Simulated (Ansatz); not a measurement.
Basis sets compared for In(H2S)H3 (InH₅S). Charge 0, multiplicity 1. Geometry r2SCAN-D4/def2-TZVP. Ansatz on 4 threads of Arm Neoverse V1 on a shared host; times are rough, and most runs start from earlier orbitals.

Cartesian coordinates in Å:
```
In -0.935 -0.215 0.761
S 0.821 0.634 -1.314
H 1.829 0.944 -0.480
H 1.317 -0.594 -1.541
H -1.255 1.389 1.313
H 0.256 -1.166 1.580
H -2.033 -0.992 -0.320
```

In the def2 sets In takes a core potential, while STO-3G treats all electrons; there is no spin–orbit coupling.

STO-3G and 6-31G are all-electron sets without relativity, so their totals don't compare with the def2 sets.

Binding counts from free atoms (In doublet, S triplet, H doublet) in the same basis, without a counterpoise term.

| level | functions | energy (Eh) | HOMO (eV) | LUMO (eV) | binding per atom (eV) | wall time |
| --- | --- | --- | --- | --- | --- | --- |
| HF/STO-3G | 41 | -6078.9272 | -7.87 | 8.23 | 2.67 | 0.2 s |
| PBE-D4/def2-SVP | 69 | -590.9752 | -6.37 | -1.22 | 2.21 | 0.45 s |
| PBE0-D4/def2-SVP | 69 | -591.0169 | -7.57 | -0.49 | 2.21 | 0.6 s |

(1) Estimate the rows for HF/def2-TZVP, PBE-D4/def2-TZVP (with forces), PBE0-D4/def2-TZVP.

Answers

(1) 
| level | functions | energy (Eh) | HOMO (eV) | LUMO (eV) | binding per atom (eV) | wall time |
| --- | --- | --- | --- | --- | --- | --- |
| HF/def2-TZVP | 117 | -589.6276 | -10.53 | 1.53 | 1.62 | 0.4 s |
| PBE-D4/def2-TZVP (with forces) | 117 | -591.1271 | -6.45 | -1.45 | 2.23 | 0.91 s |
| PBE0-D4/def2-TZVP | 117 | -591.1652 | -7.63 | -0.68 | 2.23 | 1 s |
